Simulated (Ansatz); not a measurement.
Nudged elastic band run: BrH3OSSiSn

Input:

```yaml
crystal:
  periodic: [false, false, false]
  atoms:
    - { symbol: Br, position_ang: [-2.419647, 2.247832, 0.153318] }
    - { symbol: Sn, position_ang: [-0.84814, 0.655337, -0.894326] }
    - { symbol: O, position_ang: [-0.626904, -0.975847, 0.270591] }
    - { symbol: Si, position_ang: [0.966192, -0.786984, 0.742661] }
    - { symbol: S, position_ang: [1.477556, 1.022164, -0.38648] }
    - { symbol: H, position_ang: [-1.413722, 0.276881, -2.466718] }
    - { symbol: H, position_ang: [1.834517, -1.934716, 0.303418] }
    - { symbol: H, position_ang: [1.122149, -0.561767, 2.221737] }
basis:
  gaussian: { orbitals: def2-SVP }
hamiltonian:
  xc: lda
neb:
  order_check: false
  images: 2
  f_tol: 0.05
  max_iterations: 60
  climbing: true
  final_atoms:
    - { symbol: Br, position_ang: [-2.25517396, 1.16715252, 0.75292045] }
    - { symbol: Sn, position_ang: [-0.48470193, 0.68244051, -0.94501029] }
    - { symbol: O, position_ang: [0.12078104, -1.1587083, -0.08005698] }
    - { symbol: Si, position_ang: [1.74507936, -0.63462987, 0.79118431] }
    - { symbol: S, position_ang: [1.79079624, 1.15613159, -0.57265041] }
    - { symbol: H, position_ang: [-1.21241271, 0.29602114, -2.47051718] }
    - { symbol: H, position_ang: [-0.5285552, -1.57045583, 0.53269755] }
    - { symbol: H, position_ang: [0.91618817, 0.00494824, 1.93563355] }
  initial_path:
    images:
      - { positions_ang: [[-2.419647, 2.247832, 0.153318], [-0.84814, 0.655337, -0.894326], [-0.626904, -0.975847, 0.270591], [0.966192, -0.786984, 0.742661], [1.477556, 1.022164, -0.38648], [-1.413722, 0.276881, -2.466718], [1.834517, -1.934716, 0.303418], [1.122149, -0.561767, 2.221737]] }
      - { positions_ang: [[-2.41435112, 2.071071, 0.25601772], [-0.80620664, 0.57036984, -0.85676367], [-0.50426278, -1.04654742, 0.24917872], [1.18373934, -0.70593634, 0.69851409], [1.4622361, 1.13860613, -0.36375724], [-1.17562018, 0.21357476, -2.50736932], [1.05233763, -1.78163872, 0.30856704], [1.29412866, -0.51659925, 2.15981366]] }
      - { positions_ang: [[-2.35952678, 1.71084451, 0.45588521], [-0.68506061, 0.57940435, -0.87365843], [-0.25503443, -1.10750118, 0.13229606], [1.44336846, -0.65515163, 0.71468853], [1.56664952, 1.18326199, -0.42581405], [-1.10851709, 0.21995481, -2.50863572], [0.26464689, -1.66021866, 0.38499356], [1.22547505, -0.32769417, 2.06444584]] }
      - { positions_ang: [[-2.25517396, 1.16715252, 0.75292045], [-0.48470193, 0.68244051, -0.94501029], [0.12078104, -1.1587083, -0.08005698], [1.74507936, -0.63462987, 0.79118431], [1.79079624, 1.15613159, -0.57265041], [-1.21241271, 0.29602114, -2.47051718], [-0.5285552, -1.57045583, 0.53269755], [0.91618817, 0.00494824, 1.93563355]] }
```

Command:

```bash
$ ansatz run input.yaml --threads 2 --pin off --max-ram 3072MiB --backend cpu --events-out ev --progress --plain --runs-dir out
```

Output, in part (warnings, iteration lines, the closing report on the highest movable image, with atoms numbered from 0):

```
NEB end point (image 0): max|allowed force component| = 1.669e-2 eV/Å (the criterion of neb.relax_end_points is 1.000e-2)
NEB end point (image 3): max|allowed force component| = 1.114e-2 eV/Å (the criterion of neb.relax_end_points is 1.000e-2)
NEB iter   1: max|band force component| = 1.412e1 eV/Å  barrier→ = 4.9806 eV  barrier← = 3.5134 eV  Δτ_max = 0.2000 Å  (150 SCF iters)
NEB iter   2: max|band force component| = 4.671e0 eV/Å  barrier→ = 2.7415 eV  barrier← = 1.2743 eV  Δτ_max = 0.1920 Å  (69 SCF iters)
NEB iter   3: max|band force component| = 1.791e0 eV/Å  barrier→ = 2.2098 eV  barrier← = 0.7426 eV  Δτ_max = 0.1899 Å  (70 SCF iters)
NEB iter   4: max|band force component| = 1.120e0 eV/Å  barrier→ = 1.8295 eV  barrier← = 0.3623 eV  Δτ_max = 0.1920 Å  (67 SCF iters)
NEB iter   5: max|band force component| = 8.419e-1 eV/Å  barrier→ = 1.6457 eV  barrier← = 0.1785 eV  Δτ_max = 0.1270 Å  (66 SCF iters)
NEB iter   6: max|band force component| = 7.270e-1 eV/Å  barrier→ = 1.5677 eV  barrier← = 0.1005 eV  Δτ_max = 0.1190 Å  (58 SCF iters)
NEB iter   7: max|band force component| = 6.036e-1 eV/Å  barrier→ = 1.6034 eV  barrier← = 0.1362 eV  Δτ_max = 0.1340 Å  (62 SCF iters)
NEB iter   8: max|band force component| = 2.080e0 eV/Å  barrier→ = 1.6514 eV  barrier← = 0.1842 eV  CI = image 1  Δτ_max = 0.2000 Å  (60 SCF iters)
NEB iter   9: max|band force component| = 1.538e0 eV/Å  barrier→ = 2.0753 eV  barrier← = 0.6081 eV  CI = image 1  Δτ_max = 0.1940 Å  (67 SCF iters)
NEB iter  10: max|band force component| = 4.826e-1 eV/Å  barrier→ = 2.5254 eV  barrier← = 1.0582 eV  CI = image 1  Δτ_max = 0.1985 Å  (64 SCF iters)
NEB iter  11: max|band force component| = 4.906e-1 eV/Å  barrier→ = 2.5327 eV  barrier← = 1.0655 eV  CI = image 1  Δτ_max = 0.0905 Å  (66 SCF iters)
NEB iter  12: max|band force component| = 1.203e-1 eV/Å  barrier→ = 2.4982 eV  barrier← = 1.0310 eV  CI = image 1  Δτ_max = 0.0259 Å  (62 SCF iters)
NEB iter  13: max|band force component| = 9.328e-2 eV/Å  barrier→ = 2.4959 eV  barrier← = 1.0287 eV  CI = image 1  Δτ_max = 0.0258 Å  (63 SCF iters)
NEB iter  14: max|band force component| = 5.274e-2 eV/Å  barrier→ = 2.4942 eV  barrier← = 1.0270 eV  CI = image 1  Δτ_max = 0.0452 Å  (63 SCF iters)
NEB iter  15: max|band force component| = 5.375e-2 eV/Å  barrier→ = 2.4924 eV  barrier← = 1.0252 eV  CI = image 1  Δτ_max = 0.0226 Å  (62 SCF iters)
NEB iter  16: max|band force component| = 2.477e-2 eV/Å  barrier→ = 2.4919 eV  barrier← = 1.0247 eV  CI = image 1  Δτ_max = 0.0000 Å  (141 SCF iters)
Total energy: -96481.80053494 eV, -3545.6407719459 hartree
Atom 0 at    -2.589719     2.067033     0.054862 Å, force    -0.002630    -0.000966    -0.003179 eV/Å
Atom 1 at    -0.778367     0.589837    -0.801027 Å, force     0.006769    -0.017662     0.009087 eV/Å
Atom 2 at    -0.339426    -1.082317     0.327766 Å, force     0.019444     0.008926    -0.000736 eV/Å
Atom 3 at     1.401376    -0.722702     0.789246 Å, force    -0.020823     0.007784    -0.020173 eV/Å
Atom 4 at     1.468020     1.226042    -0.231627 Å, force     0.011070     0.002429     0.009760 eV/Å
Atom 5 at    -1.142967     0.110660    -2.410397 Å, force    -0.003333     0.002385     0.001426 eV/Å
Atom 6 at     0.591443    -1.885058    -0.048275 Å, force    -0.010309    -0.005154     0.001771 eV/Å
Atom 7 at     1.481641    -0.360595     2.263653 Å, force    -0.000188     0.002258     0.002044 eV/Å
Dipole moment:    -0.067078    -0.123875    -0.313243 e Å
```

The forces met the threshold. Neighbouring images differ by up to 2.5 eV, so the band resolves the path poorly. Another band between the same ends (7 images) ends at a top of the same energy, where a vibrational analysis finds 1 clearly imaginary mode. So few images can step over the top or miss a turn of the path. The orbitals stay closed-shell, which can raise the energy where a bond breaks towards radicals; this wasn't checked here.

Final band (atoms are numbered from 1 in the order of the input):

```
image  path coordinate (Å)  energy (eV)  Si4–H7 (Å)  O3–H7 (Å)
    0                 0.00         0.00        1.50       2.64
    1                 1.54         2.49        1.65       1.29
    2                 2.82         1.53        2.44       0.98
    3                 4.10         1.47        2.47       0.98
```

Time of the run: 47 s on 2 threads of AMD EPYC 7R13 Processor (Zen 3), on a shared host, peak memory 0.2 GiB.
